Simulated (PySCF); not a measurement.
Isomers of C3H10F2OSi3.

All values: PBE0/pcSseg-1 (PySCF) at GFN2-xTB geometries, gas phase, one conformer each.

**Question.** Rank by HOMO–LUMO gap, highest first.
A. `[OH:1][CH2:2][C:3]([F:4])([F:5])[Si@@H:6]1[CH2:7][SiH2:8][SiH2:9]1` with H–O1–C2–C3 -73°, O1–C2–C3–F4 -161°, C2–C3–Si6–C7 -171°, C3–Si6–C7–Si8 -102°, Si6–C7–Si8–Si9 -7°, C7–Si8–Si9–Si6 6°, C3–Si6–Si9–Si8 100°
B. `[CH3:1][O:2][C:3]([F:4])([F:5])[Si@@H:6]1[CH2:7][SiH2:8][SiH2:9]1` with C1–O2–C3–F4 -57°, O2–C3–Si6–C7 60°, C3–Si6–C7–Si8 -90°, Si6–C7–Si8–Si9 -12°, C7–Si8–Si9–Si6 10°, C3–Si6–Si9–Si8 93°
C. `[O:1]=[CH:2][C:3]([SiH3:4])([SiH3:5])[SiH2:6][CH:7]([F:8])[F:9]` with O1–C2–C3–Si4 122°, C2–C3–Si6–C7 179°, C3–Si6–C7–F8 175°
D. `[F:1][C@@H:2]1[CH2:3][SiH2:4][Si@@:5]([F:6])([O:7][SiH3:8])[CH2:9]1` with Si4–Si5–O7–Si8 -91°, F1–C2–C3–Si4 -66°, C2–C3–Si4–Si5 -30°, C3–Si4–Si5–F6 121°, Si4–Si5–C9–C2 21°

**Answer.** D (7.37 eV), B (6.95 eV), A (6.60 eV), C (6.47 eV).

**Question.** Rank by HOMO energy, lowest first.
A. `[CH3:1][O:2][C:3]([F:4])([F:5])[Si@@H:6]1[CH2:7][SiH2:8][SiH2:9]1` with C1–O2–C3–F4 -57°, O2–C3–Si6–C7 60°, C3–Si6–C7–Si8 -90°, Si6–C7–Si8–Si9 -12°, C7–Si8–Si9–Si6 10°, C3–Si6–Si9–Si8 93°
B. `[F:1][C@@H:2]1[CH2:3][SiH2:4][Si@@:5]([F:6])([O:7][SiH3:8])[CH2:9]1` with Si4–Si5–O7–Si8 -91°, F1–C2–C3–Si4 -66°, C2–C3–Si4–Si5 -30°, C3–Si4–Si5–F6 121°, Si4–Si5–C9–C2 21°
C. `[O:1]=[CH:2][C:3]([SiH3:4])([SiH3:5])[SiH2:6][CH:7]([F:8])[F:9]` with O1–C2–C3–Si4 122°, C2–C3–Si6–C7 179°, C3–Si6–C7–F8 175°

**Answer.** C (-8.02 eV), A (-7.74 eV), B (-7.60 eV).

**Question.** Rank by the lowest Hirshfeld charge on any atom, highest value first.
A. `[OH:1][CH2:2][C:3]([F:4])([F:5])[Si@@H:6]1[CH2:7][SiH2:8][SiH2:9]1` with H–O1–C2–C3 -73°, O1–C2–C3–F4 -161°, C2–C3–Si6–C7 -171°, C3–Si6–C7–Si8 -102°, Si6–C7–Si8–Si9 -7°, C7–Si8–Si9–Si6 6°, C3–Si6–Si9–Si8 100°
B. `[F:1][C@@H:2]1[CH2:3][SiH2:4][Si@@:5]([F:6])([O:7][SiH3:8])[CH2:9]1` with Si4–Si5–O7–Si8 -91°, F1–C2–C3–Si4 -66°, C2–C3–Si4–Si5 -30°, C3–Si4–Si5–F6 121°, Si4–Si5–C9–C2 21°
C. `[O:1]=[CH:2][C:3]([SiH3:4])([SiH3:5])[SiH2:6][CH:7]([F:8])[F:9]` with O1–C2–C3–Si4 122°, C2–C3–Si6–C7 179°, C3–Si6–C7–F8 175°

**Answer.** C (-0.235 e), A (-0.256 e), B (-0.305 e).

All values together:

```tsv
SMILES	μ (D)	HOMO (eV)	LUMO (eV)	lowest IAO charge (e)	highest IAO charge (e)	lowest Hirshfeld charge (e)	highest Hirshfeld charge (e)
F[C@@H]1C[SiH2][Si@@](F)(O[SiH3])C1	2.94	-7.60	-0.24	-0.876 (O)	+1.263 (Si)	-0.305 (O)	+0.422 (Si)
O=CC([SiH3])([SiH3])[SiH2]C(F)F	3.71	-8.02	-1.55	-0.800 (C)	+0.748 (Si)	-0.235 (C)	+0.320 (Si)
COC(F)(F)[Si@@H]1C[SiH2][SiH2]1	1.38	-7.74	-0.80	-0.805 (C)	+0.594 (Si)	-0.252 (C)	+0.251 (Si)
OCC(F)(F)[Si@@H]1C[SiH2][SiH2]1	0.98	-7.56	-0.96	-0.813 (C)	+0.586 (Si)	-0.256 (C)	+0.249 (Si)
```

Conformers: `[F:1][C@@H:2]1[CH2:3][SiH2:4][Si@@:5]([F:6])([O:7][SiH3:8])[CH2:9]1` with Si4–Si5–O7–Si8 -91°, F1–C2–C3–Si4 -66°, C2–C3–Si4–Si5 -30°, C3–Si4–Si5–F6 121°, Si4–Si5–C9–C2 21°; `[O:1]=[CH:2][C:3]([SiH3:4])([SiH3:5])[SiH2:6][CH:7]([F:8])[F:9]` with O1–C2–C3–Si4 122°, C2–C3–Si6–C7 179°, C3–Si6–C7–F8 175°; `[CH3:1][O:2][C:3]([F:4])([F:5])[Si@@H:6]1[CH2:7][SiH2:8][SiH2:9]1` with C1–O2–C3–F4 -57°, O2–C3–Si6–C7 60°, C3–Si6–C7–Si8 -90°, Si6–C7–Si8–Si9 -12°, C7–Si8–Si9–Si6 10°, C3–Si6–Si9–Si8 93°; `[OH:1][CH2:2][C:3]([F:4])([F:5])[Si@@H:6]1[CH2:7][SiH2:8][SiH2:9]1` with H–O1–C2–C3 -73°, O1–C2–C3–F4 -161°, C2–C3–Si6–C7 -171°, C3–Si6–C7–Si8 -102°, Si6–C7–Si8–Si9 -7°, C7–Si8–Si9–Si6 6°, C3–Si6–Si9–Si8 100°.
